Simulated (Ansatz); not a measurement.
Basis-set extrapolation for C₂H₇NSSi (`C=NCS[SiH3]`) (PBE0-D4/def2-TZVP geometry, frozen core, Ansatz 0.2.0). Multiplicity 1, RHF reference.

```json
{"": "HF", "def2-TZVPP": "-820.784593", "def2-QZVPP": "-820.810962"}
{"": "MP2 correlation", "def2-TZVPP": "-0.837267", "def2-QZVPP": "-0.897635"}
{"": "CCSD(T) correlation", "def2-TZVPP": "-0.932583", "def2-QZVPP": "not run"}
```

Energies in hartree. Use E(X) = E(∞) + A·exp(−7.88·√X) for Hartree–Fock and E(X) = E(∞) + B·X^(−2.97) for correlation, with X = 3 and 4, and add CCSD(T) minus MP2 of the smaller set to the MP2 limit.

Question: What is the CCSD(T) energy at the basis-set limit?

Answer: HF limit: -820.810962 + (-0.026369) × 0.13774 = -820.81459. MP2 limit: -0.897635 + (-0.060368) × 0.74074 = -0.94235. Higher-order term: -0.932583 − (-0.837267) = -0.09532. Total: -821.85226 hartree, 84.8 kcal/mol below CCSD(T)/def2-TZVPP.
